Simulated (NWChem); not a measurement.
System: BSiH4OCl; SMILES OB([SiH3])Cl

Input file for NWChem:

```
start job
memory heap 200 mb stack 900 mb global 1100 mb
geometry units angstroms noautoz
  B      0.438769    -0.099822     0.005475
  Cl    -0.603476    -1.544302     0.070523
  O      1.770192    -0.257037    -0.038834
  H      2.047664    -1.183576    -0.030504
  Si    -0.417352     1.737611     0.000553
  H      0.598339     2.832908    -0.056904
  H     -1.243196     1.910818     1.236747
  H     -1.329764     1.864305    -1.179121
end
basis spherical
  B library 6-311g**
  Cl library 6-311g**
  O library 6-311g**
  H library 6-311g**
  Si library 6-311g**
end
dft
  xc b3lyp
  iterations 150
  mulliken
end
task dft energy
```

Geometry: optimised at PBE0/def2-SVP.

Predict the main results of this run. (B3LYP/6-311G** (spherical d).) Quantities: basis functions; energy (Ha); highest occupied level (eV); orbital gap (eV); dipole (D).


```json
{
 "number_of_basis_functions": "112",
 "energy (Ha)": "-852.34",
 "highest occupied level (eV)": "-8.28",
 "orbital gap (eV)": "7.07",
 "dipole (D)": "1.46"
}
```
